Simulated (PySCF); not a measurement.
Radial density of Cr (chromium, neutral)

UHF, [Ar] 3d5 4s1, high-spin 7S determinant. All numbers are calculated (PySCF 2.14, no relativity, point nucleus, in 6-31G* (5s4p2d1f, 34 functions)).

```csv
r (bohr),4πr²ρ (e/bohr),4πr²(ρα − ρβ)
0.00118,0.1520,0.0000
0.00199,0.4198,0.0001
0.00335,1.121,0.0003
0.00563,2.826,0.0007
0.00947,6.672,0.0015
0.0159,13.84,0.0031
0.0268,23.47,0.0047
0.0451,28.58,0.0040
0.0758,23.71,0.0013
0.128,23.89,0.0256
0.214,31.24,0.2414
0.361,16.22,1.1307
0.607,11.69,3.0167
1.02,11.32,3.4125
1.72,3.031,1.8425
2.89,0.5796,0.5513
4.86,0.1616,0.1615
8.17,0.01328,0.0132
```
